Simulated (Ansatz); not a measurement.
ClH2MoNOS (`[NH2][Mo](=[O])(=[S])[Cl]`), relaxed with RKS PBE-D4/def2-SVP in Ansatz from a rough embedded geometry. The force threshold is 0.03 eV/Å; the program also tests the step.

Charge 0, multiplicity 1. Mo: def2 effective core potential.

Start:

```xyz
7

N     0.010    0.320   -1.381
Mo   -0.173   -0.438    0.542
O    -1.869   -0.947    0.778
S     1.006   -2.040    0.823
Cl    0.412    1.240    2.176
H     1.075    0.579   -1.533
H    -0.461    1.284   -1.406
```

**Question.** How much energy does the relaxation release, and in how many steps? (Best estimate.)

**Answer.** Computed: 27.49 kcal/mol, in 8 steps.

**Question.** Which bonds change most? (Estimate.)

**Answer.** Computed: N1–Mo2 from 2.076 to 1.920 Å; Mo2–S4 from 2.008 to 2.137 Å; Mo2–Cl5 from 2.414 to 2.288 Å; Mo2–O3 from 1.786 to 1.690 Å.

**Question.** Give the relaxed structure. (Best estimate.)

**Answer.** Computed: 
```xyz
7

N     0.143    0.541   -1.080
Mo   -0.166   -0.313    0.612
O    -1.803   -0.729    0.690
S     1.068   -2.056    0.701
Cl    0.358    1.107    2.326
H     1.013    0.482   -1.621
H    -0.612    0.968   -1.629
```
